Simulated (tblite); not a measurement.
Record of a relaxation.

C4H4BCl2F.
Bonds: F1–C2, C2–C3, C3–C4 (double), C4–B5, B5–Cl6, B5–Cl7, C4–C8, C3–C8. Hydrogens: H9, H10 on C2; H11, H12 on C8.

Computed with GFN2-xTB (tblite), gas phase: L-BFGS steps from a force-field or distance-geometry start until the largest atomic force falls under 0.01 eV/Å. 9 of its 86 geometries are shown.

Step 0: E = -697.2966 eV, largest atomic force 1.878 eV/Å
```
atom  x, y, z in Å  |  force x, y, z in eV/Å
F1     -1.419    2.027    0.119   -0.443  -0.783  -0.172
C2     -1.809    0.685    0.116    1.556  -0.048   0.770
C3     -0.567   -0.172   -0.010   -0.361   1.003  -0.297
C4      0.755   -0.284   -0.154    0.619   1.614  -0.318
B5      2.140    0.429   -0.257   -0.246   0.843   1.494
Cl6     3.594   -0.222    0.679   -1.348   0.501  -1.184
Cl7     2.148    2.248   -0.610    0.106  -1.871   0.116
C8     -0.046   -1.547   -0.091    0.601  -1.247  -0.053
H9     -2.276    0.509    1.114    0.096   0.017  -0.527
H10    -2.526    0.521   -0.696    0.198   0.046   0.059
H11    -0.107   -2.060   -1.078   -0.214  -0.116   1.100
H12     0.115   -2.134    0.841   -0.563   0.041  -0.986
```

Step 11: E = -697.9307 eV, largest atomic force 0.127 eV/Å
```
atom  x, y, z in Å  |  force x, y, z in eV/Å
F1     -1.442    2.011    0.114   -0.018  -0.016   0.001
C2     -1.747    0.673    0.131   -0.025   0.007   0.004
C3     -0.550   -0.145   -0.040    0.018   0.064  -0.016
C4      0.763   -0.207   -0.141    0.003  -0.046   0.030
B5      2.087    0.531   -0.093   -0.056  -0.085  -0.033
Cl6     3.488   -0.233    0.559    0.023  -0.010  -0.035
Cl7     2.177    2.160   -0.640    0.031   0.005   0.006
C8     -0.007   -1.525   -0.102    0.124   0.023   0.018
H9     -2.232    0.471    1.095   -0.023  -0.037   0.007
H10    -2.459    0.495   -0.684   -0.044  -0.006  -0.013
H11    -0.110   -2.097   -1.018    0.060   0.073   0.058
H12     0.032   -2.135    0.794   -0.093   0.028  -0.027
```

Step 21: E = -697.9444 eV, largest atomic force 0.101 eV/Å
```
atom  x, y, z in Å  |  force x, y, z in eV/Å
F1     -1.495    2.011    0.126   -0.040   0.007   0.012
C2     -1.764    0.666    0.121    0.003   0.029   0.020
C3     -0.548   -0.120   -0.058   -0.016   0.014   0.007
C4      0.768   -0.185   -0.092    0.033  -0.024   0.043
B5      2.107    0.521   -0.087   -0.004  -0.020   0.010
Cl6     3.524   -0.273    0.494   -0.018  -0.008  -0.031
Cl7     2.214    2.148   -0.645    0.023  -0.002   0.007
C8     -0.005   -1.499   -0.086    0.078  -0.053  -0.004
H9     -2.238    0.427    1.082   -0.008   0.003   0.037
H10    -2.482    0.482   -0.685   -0.035  -0.015  -0.094
H11    -0.035   -2.068   -1.007   -0.050   0.017   0.033
H12    -0.046   -2.110    0.810    0.034   0.052  -0.039
```

Step 32: E = -697.9523 eV, largest atomic force 0.066 eV/Å
```
atom  x, y, z in Å  |  force x, y, z in eV/Å
F1     -1.593    2.013    0.135    0.036   0.028   0.011
C2     -1.790    0.657    0.111   -0.013   0.018   0.018
C3     -0.542   -0.086   -0.024    0.009  -0.001  -0.004
C4      0.774   -0.152   -0.058    0.026  -0.007   0.004
B5      2.133    0.512   -0.085    0.037   0.015  -0.014
Cl6     3.546   -0.354    0.402   -0.045   0.011  -0.023
Cl7     2.281    2.143   -0.621    0.018   0.007   0.024
C8      0.006   -1.465   -0.057    0.011  -0.015  -0.022
H9     -2.284    0.387    1.054   -0.065   0.003   0.013
H10    -2.464    0.449   -0.730   -0.010  -0.039  -0.008
H11    -0.044   -2.022   -0.983    0.008  -0.054  -0.018
H12    -0.021   -2.084    0.831   -0.013   0.033   0.018
```

Step 42: E = -697.9548 eV, largest atomic force 0.053 eV/Å
```
atom  x, y, z in Å  |  force x, y, z in eV/Å
F1     -1.609    2.009    0.140    0.012   0.021  -0.004
C2     -1.799    0.652    0.112   -0.016   0.006  -0.024
C3     -0.544   -0.081   -0.014    0.019   0.016  -0.008
C4      0.773   -0.139   -0.061    0.001  -0.002   0.015
B5      2.138    0.515   -0.094    0.007   0.008  -0.004
Cl6     3.541   -0.384    0.358   -0.021  -0.002  -0.016
Cl7     2.314    2.155   -0.592   -0.012  -0.004   0.019
C8      0.012   -1.456   -0.050   -0.007   0.013   0.004
H9     -2.319    0.382    1.043    0.010  -0.019  -0.014
H10    -2.452    0.434   -0.745   -0.015   0.012   0.015
H11    -0.041   -2.025   -0.968   -0.001  -0.026  -0.026
H12    -0.013   -2.064    0.845    0.022  -0.023   0.042
```

Step 53: E = -697.9573 eV, largest atomic force 0.038 eV/Å
```
atom  x, y, z in Å  |  force x, y, z in eV/Å
F1     -1.610    2.007    0.143   -0.007   0.004   0.001
C2     -1.807    0.651    0.095   -0.006   0.000  -0.009
C3     -0.550   -0.082   -0.023    0.012   0.019  -0.004
C4      0.768   -0.127   -0.070   -0.005  -0.009   0.008
B5      2.136    0.519   -0.102   -0.018   0.006  -0.013
Cl6     3.528   -0.431    0.270    0.016   0.019  -0.011
Cl7     2.324    2.180   -0.515   -0.002  -0.015   0.018
C8      0.022   -1.452   -0.028   -0.011   0.005   0.004
H9     -2.333    0.367    1.018    0.008   0.007  -0.007
H10    -2.460    0.450   -0.767    0.026  -0.006   0.008
H11    -0.028   -2.046   -0.930   -0.009  -0.011  -0.027
H12     0.014   -2.036    0.883   -0.005  -0.019   0.032
```

Step 64: E = -697.9601 eV, largest atomic force 0.039 eV/Å
```
atom  x, y, z in Å  |  force x, y, z in eV/Å
F1     -1.628    2.012    0.133    0.027  -0.009  -0.013
C2     -1.803    0.654    0.070    0.004  -0.008   0.004
C3     -0.541   -0.073   -0.016    0.000  -0.006  -0.015
C4      0.776   -0.137   -0.069   -0.008  -0.007   0.027
B5      2.142    0.513   -0.114   -0.031   0.023   0.000
Cl6     3.554   -0.450    0.106    0.032  -0.008  -0.008
Cl7     2.303    2.209   -0.374   -0.003  -0.012   0.001
C8      0.016   -1.451    0.009    0.007  -0.007   0.007
H9     -2.349    0.356    0.977   -0.024   0.011  -0.003
H10    -2.426    0.450   -0.812   -0.004  -0.003   0.007
H11    -0.051   -2.074   -0.874   -0.009   0.029  -0.016
H12     0.007   -2.009    0.937    0.009  -0.004   0.010
```

Step 74: E = -697.9620 eV, largest atomic force 0.041 eV/Å
```
atom  x, y, z in Å  |  force x, y, z in eV/Å
F1     -1.602    2.010    0.110   -0.018   0.021  -0.030
C2     -1.798    0.655    0.055    0.005   0.006   0.021
C3     -0.540   -0.081    0.003   -0.004  -0.016   0.013
C4      0.777   -0.147   -0.045    0.013  -0.015   0.009
B5      2.138    0.512   -0.108   -0.002   0.032  -0.025
Cl6     3.571   -0.442   -0.012   -0.006  -0.010   0.004
Cl7     2.276    2.222   -0.289   -0.012  -0.024   0.010
C8      0.013   -1.459    0.034    0.001  -0.009  -0.006
H9     -2.369    0.375    0.950   -0.014  -0.001   0.023
H10    -2.405    0.447   -0.838    0.010   0.021  -0.009
H11    -0.065   -2.079   -0.851    0.026  -0.005   0.019
H12     0.005   -2.014    0.965    0.001   0.000  -0.030
```

Step 85: E = -697.9629 eV, largest atomic force 0.009 eV/Å
```
atom  x, y, z in Å  |  force x, y, z in eV/Å
F1     -1.588    2.014    0.087    0.001   0.002  -0.002
C2     -1.794    0.659    0.052    0.000   0.002  -0.001
C3     -0.542   -0.089    0.018    0.000  -0.004  -0.004
C4      0.776   -0.154   -0.029    0.003   0.000   0.000
B5      2.132    0.513   -0.107    0.005   0.002   0.001
Cl6     3.570   -0.437   -0.062   -0.002  -0.001   0.000
Cl7     2.254    2.226   -0.252    0.002   0.000   0.004
C8      0.014   -1.467    0.042   -0.002   0.001  -0.001
H9     -2.379    0.397    0.945    0.001   0.002   0.006
H10    -2.392    0.447   -0.845   -0.006  -0.007  -0.002
H11    -0.057   -2.083   -0.845   -0.001   0.001   0.004
H12     0.006   -2.027    0.969    0.000   0.001  -0.005
```

**Question.** Summarise the path.

**Answer.** The energy falls by 0.6663 eV from step 0 to step 85; nine tenths of that is first reached at step 5. It falls at every step. The largest force goes from 1.878 to 0.009 eV/Å. Among the bonds B5–Cl7 changes most, from 1.853 to 1.723 Å; the atoms move by 0.297 Å rms after alignment.

**Question.** Follow the three bonds and two angles with the largest change from start to end.

**Answer.** 
```tsv
step	E above end (eV)	largest force (eV/Å)	B5–Cl7 (Å)	B5–Cl6 (Å)	C2–C3 (Å)	C4–C8–H11 (°)	H11–C8–H12 (°)
0	0.6663	1.878	1.853	1.848	1.514	112.4	120.4
4	0.0726	0.414	1.707	1.718	1.467	117.5	114.2
7	0.0415	0.227	1.725	1.726	1.464	119.0	113.2
11	0.0322	0.127	1.721	1.724	1.460	118.8	113.8
15	0.0257	0.091	1.724	1.722	1.458	118.5	114.0
18	0.0213	0.093	1.723	1.722	1.460	117.5	114.1
22	0.0176	0.098	1.724	1.726	1.459	117.9	113.8
26	0.0159	0.062	1.723	1.723	1.462	118.4	113.9
30	0.0122	0.092	1.721	1.726	1.461	118.1	114.0
33	0.0101	0.076	1.723	1.726	1.458	117.9	114.0
37	0.0089	0.037	1.722	1.724	1.460	118.3	114.0
41	0.0083	0.041	1.723	1.727	1.459	118.3	114.0
44	0.0076	0.054	1.723	1.725	1.460	118.1	113.9
48	0.0063	0.046	1.721	1.726	1.460	118.4	113.9
52	0.0057	0.047	1.722	1.726	1.460	118.5	113.9
55	0.0054	0.033	1.721	1.726	1.460	118.6	113.9
59	0.0044	0.047	1.720	1.727	1.459	118.4	114.4
63	0.0031	0.046	1.723	1.723	1.459	119.0	113.8
67	0.0022	0.036	1.721	1.726	1.459	119.2	113.8
70	0.0018	0.034	1.723	1.726	1.459	119.2	113.9
74	0.0010	0.041	1.725	1.725	1.458	119.2	114.1
78	0.0002	0.024	1.721	1.725	1.459	119.2	114.0
81	0.0001	0.015	1.723	1.725	1.459	119.3	113.9
85	0.0000	0.009	1.723	1.725	1.459	119.1	113.9
```

The cost below is that of the whole relaxation. On one thread, Arm Neoverse N1 (aarch64), shared host with 64 logical CPUs at a one-minute load of 63, this took 1.0 s.
